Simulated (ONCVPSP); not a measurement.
**Transferability test, ONCV potential for Si**

```
Element                 : Si (Z = 14)
Generator               : ONCVPSP 4.0.1
Type                    : optimised norm-conserving Vanderbilt (ONCV)
Functional              : PBE
Relativity              : non-relativistic
Frozen core             : [Ne]
Valence charge          : 4
Reference configuration : 3s2 3p2
Partial waves           : 3s: rc 1.80 bohr, ncon 4, nbas 7, qcut 4.6 1/bohr, 2 projectors, debl 1.4 Ha; 3p: rc 1.80 bohr, ncon 4, nbas 7, qcut 4.7 1/bohr, 1 projector
Local potential         : polynomial inside 1.25 bohr (lpopt 2, dvloc0 1 Ha)
Core correction         : Teter function, fcfact 5.75, rcfact 1.45
```

Energies are relative to the spin-unpolarised reference configuration 3s2 3p2; without spin polarisation the order of configurations can differ from experiment.

| valence configuration | charge | ΔE all-electron (eV) | error AE − PS (meV) |
| --- | --- | --- | --- |
| 3s2 3p1 | +1 | 7.751 | +3.5 |
| 3s2 3p0 | +2 | 23.756 | +11 |
| 3s1 3p2 | +1 | 15.119 | +0.6 |

(1) What are ΔE and the potential's error for 3s1 3p0?

Levels in the configuration 3s1 3p2:

```json
{"level": "3s", "all-electron (eV)": "-19.707", "pseudo (eV)": "-19.705"}
{"level": "3p", "all-electron (eV)": "-12.290", "pseudo (eV)": "-12.283"}
```

Answers

(1) ΔE = 57.658 eV all-electron; the error (AE − PS) is -15 meV.
